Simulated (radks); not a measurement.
Bi+, configuration [Xe] 4f13 5d9 6s2 6p4 (not the ground configuration). All-electron calculation, non-relativistic Kohn-Sham, PBEsol, spin-polarised, spherical densities, point nucleus; open shells are filled with parallel spins first (spin-orbit coupling, left out, can overturn this in heavy ions); relativity is left out, which matters for an element this heavy. Program: a radial shooting solver on a logarithmic mesh with Libxc functionals.

Radial electron density D(r) = 4 pi r^2 rho(r):

r (bohr)  D(r) (e/bohr)   spin D(r)
0.001109          5.281  -0.0000124
0.001503          9.086  -0.0000203
0.00202           15.07  -0.0000308
0.002738          24.58  -0.0000408
0.003711          38.44  -0.0000336
0.005029          56.81   0.0000435
0.006815          77.87    0.000338
0.009237          96.78     0.00121
0.01252           106.7     0.00344
0.01697           104.4     0.00829
0.02281           98.67      0.0169
0.03091           107.3      0.0297
0.0419            134.9      0.0457
0.05678           151.3      0.0729
0.07695           135.0       0.146
0.1043            127.8       0.307
0.1413            143.1       0.583
0.1916            114.5        1.22
0.2575            84.81        2.42
0.349             98.37        2.97
0.473             70.00        1.86
0.6411            32.24        1.23
0.8689            25.97        1.43
1.178             16.16        1.00
1.596             6.838       0.912
2.163             4.033        1.15
2.908             2.107       0.765
3.941            0.5386       0.210
5.341           0.05778      0.0216
7.239          0.002121    0.000671

D(r) has 4 maxima, at r = 0.0137, 0.0563, 0.142, 0.355 bohr, and minima at 0.0236, 0.0955, 0.258 bohr, inside which lie 1.93, 11.49, 30.56 electrons.
